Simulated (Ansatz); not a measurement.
A structure relaxed at r2SCAN-D4/def2-SVP in Ansatz, charge 0, singlet:

Cartesian coordinates in Å:
```
Ca 2.7326 2.3939 0.1159
Ca -2.3802 -2.2295 0.0891
Ca -0.0184 0.9482 -1.3165
Ca 0.3578 -0.6875 1.3856
O 1.3010 0.9188 0.3637
O -1.4461 -0.1777 0.0429
O -0.5467 -1.1661 -0.6806
```

(1) Give its formula and point group.

(2) Summarise the bond lengths by kind (pairs closer than 1.2 times the sum of covalent radii, bridged metal pairs left out).

Results:

(1) the cluster Ca4O3. Point group Cs (tolerance 0.1 Å).

(2) 9 × Ca–O 2.07 to 2.31 Å; 1 × O–O 1.52 Å.

The structure holds 1 bond(s) between oxygen atoms. The restricted singlet is unstable towards broken spin symmetry in Hartree–Fock (as tested in another run); at r2SCAN-D4/def2-SVP this wasn't settled. Another isomer (singlet) lies 4.65 eV lower at PBE0-D4/def2-TZVP; other spin states weren't run for this one.
